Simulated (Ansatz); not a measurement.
One change: `C[CH](C)[Sn][OH]` becomes `C=CC(C)C`.

Ansatz, PBE0-D4/def2-TZVP geometries, multiplicity 1. Each molecule was computed in one conformer, which needn't be the lowest.

Elements past krypton have def2 core potentials.

| property | `C[CH](C)[Sn][OH]` |
| --- | --- |
| HOMO–LUMO gap (PBE/def2-TZVPP) / eV | 2.18 |
| HOMO–LUMO gap (PBE0/def2-TZVPP) / eV | 3.89 |
| size of the dipole moment (PBE/def2-TZVPP) / D | 1.93 |
| size of the dipole moment (ωB97M-V/def2-TZVPP) / D | 2.08 |
| LUMO energy (ωB97M-V/def2-TZVPP) / eV | -0.43 |
| size of the dipole moment (B3LYP/def2-TZVPP) / D | 2.05 |

(1) Give the same properties after the change, and the shifts. (An estimate is asked.)

## Answers

(1) Ansatz gave: 
```tsv
property	`C=CC(C)C`	shift
HOMO–LUMO gap (PBE/def2-TZVPP) / eV	5.63	3.45
HOMO–LUMO gap (PBE0/def2-TZVPP) / eV	7.78	3.89
size of the dipole moment (PBE/def2-TZVPP) / D	0.48	-1.45
size of the dipole moment (ωB97M-V/def2-TZVPP) / D	0.44	-1.64
LUMO energy (ωB97M-V/def2-TZVPP) / eV	2.39	2.82
size of the dipole moment (B3LYP/def2-TZVPP) / D	0.45	-1.60
```

With PBE0 the HOMO falls by 1.32 eV and the LUMO rises by 2.57 eV, so the gap widens by about 3.89 eV. PBE moves the HOMO by -1.20 eV and ωB97M-V by -1.54 eV. Dipoles are sizes alone; their direction can turn.

B3LYP here is the variant with VWN-RPA as its local correlation; programs differ in this.
